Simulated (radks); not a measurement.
Values are calculated unless marked as measured or tabulated.
Problem. These are the eigenvalues of the occupied orbitals of an atom or ion with whole-number occupations (eV). Level of theory: non-relativistic Kohn-Sham, LB94 model potential, spin-polarised, spherical densities, point nucleus (a radial shooting solver on a logarithmic mesh with Libxc functionals).

| orbital | eigenvalue |
|---|---|
| 1s | -60120.27 |
| 2s | -11036.77 |
| 2p | -10630.33 |
| 3s | -3582.542 |
| 3p | -3397.111 |
| 3d | -3055.621 |
| 4s | -1656.961 |
| 4p | -1577.806 |

Which element is it, and in what charge state? The configuration may be excited. Open shells, if any, are filled with parallel spins first.

Solution. Z = 71, lutetium, charge +35: Lu35+ in [Kr]. The list shows which subshells hold electrons but not how many an open one holds; the 1s level, -2209.4 hartree, gives Z - s = 66.5 by -(Z - s)^2/2, which with screening narrows Z to a few neighbours, and the depths of the outer levels then fix element, charge and occupations together.
